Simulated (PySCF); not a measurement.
Delta-SCF ions had no search for a lower state. Excitations are Tamm–Dancoff values on a coarser integration grid. The basis has no diffuse functions, so Rydberg states are missing or too high.

Cartesian coordinates (Å):
SMILES: O=C[SiH2][SiH3]
```xyz
10

O      2.0599     1.5917     1.0834
C      1.7326     0.7448     0.2869
Si     0.5171    -0.6889     0.7262
Si    -1.6418    -0.0106     0.0983
H      2.1150     0.8017    -0.7606
H      0.6058    -0.9590     2.1782
H      0.9137    -1.8896    -0.0519
H     -2.6144    -1.1021     0.3434
H     -2.0368     1.1844     0.8791
H     -1.6510     0.3276    -1.3454
```
Charge 0, spin multiplicity 1.

### Question
Estimate the vertical ionisation energy (Delta-SCF), S1–T1 gap (TDA) and S1 excitation (TDA) that TPSSh-D3(BJ)/def2-TZVP // B3LYP-D3(BJ)/def2-TZVP (PySCF) returns for this input.

### Answer

```
Property                                  Value
--------------------------------------  -------
vertical ionisation energy (Delta-SCF)  9.05 eV
S1–T1 gap (TDA)                         0.77 eV
S1 excitation (TDA)                     3.32 eV
```
